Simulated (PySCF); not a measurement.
Simulated outer-valence photoelectron spectrum of `BC(=C)C#C`. Computed with EOM-IP-CCSD/aug-cc-pVDZ in PySCF, restricted Hartree–Fock reference, frozen core, non-relativistic, gas phase, PBE0-D3(BJ)/def2-SVP geometry.

Each root has a Gaussian of 0.4 eV full width with its one-hole share as area; cross sections and vibrations are left out, and the highest printed point is 100.

(ionisation energy (eV), intensity): (9.2, 1), (9.4, 13), (9.6, 48), (9.8, 45), (10.0, 16), (10.2, 36), (10.4, 53), (10.6, 20), (10.8, 2), (11.0, 0), (11.2, 0), (11.4, 0), (11.6, 0), (11.8, 3), (12.0, 33), (12.2, 99), (12.4, 100), (12.6, 71), (12.8, 34), (13.0, 5), (13.2, 0), (13.4, 0), (13.6, 0), (13.8, 0), (14.0, 0), (14.2, 1), (14.4, 12), (14.6, 46), (14.8, 44), (15.0, 11), (15.2, 1), (15.4, 4), (15.6, 28), (15.8, 53), (16.0, 25), (16.2, 3), (16.4, 0), (16.6, 1), (16.8, 15), (17.0, 48), (17.2, 39), (17.4, 8), (17.6, 0)

Where are the maxima, and how many lines lie under the curve?

6 maxima, at 9.7, 10.4, 12.3, 14.7, 15.8 and 17.1 eV, from 8 lines. At this width some lines have no maximum of their own.

List the lines with their holes.

```
E (eV)  leading hole (HF orbital)  area  Koopmans (eV)
  9.69                       HOMO  0.96           9.48
 10.36                     HOMO-1  0.96          10.55
 12.22                     HOMO-3  0.95          13.12
 12.31                     HOMO-2  0.94          12.75
 12.63                     HOMO-4  0.95          13.81
 14.70                     HOMO-5  0.94          16.17
 15.79                     HOMO-6  0.93          17.52
 17.07                     HOMO-7  0.92          18.87
```

The widest gap, 2.07 eV, lies between 12.63 and 14.70 eV. Only orbitals with −ε under 21 eV, eight at most, were ionised, so the high end of the curve may lack lines.
